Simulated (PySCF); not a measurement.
BF₄, SMILES F[B-](F)(F)F, charge -1. Atoms are numbered in the order given.

```xyz
5

F      0.8165    -0.8165     0.8165
B      0.0000     0.0000     0.0000
F     -0.8165    -0.8165    -0.8165
F     -0.8165     0.8165     0.8165
F      0.8165     0.8165    -0.8165
```
Charge -1, spin multiplicity 1.

Geometry optimised at B3LYP-D3(BJ)/def2-SVPD.

Computed with PySCF with PBE/pcSseg-2.

GIAO shieldings, no solvent; atoms alike by connectivity are averaged. δ = σ(ref) − σ: ¹⁹F against CFCl3 (σ = 132.0 ppm); ¹¹B against BF3 (σ = 83.1 ppm), references at their B3LYP-D3(BJ)/def2-TZVP geometries, non-relativistic.

Computed chemical shifts:
| nucleus | atoms | count | δ (ppm) |
|---|---|---|---|
| ¹⁹F | F1, F3, F4, F5 | 4 | -206.4 |
| ¹¹B | B2 | 1 | -10.4 |
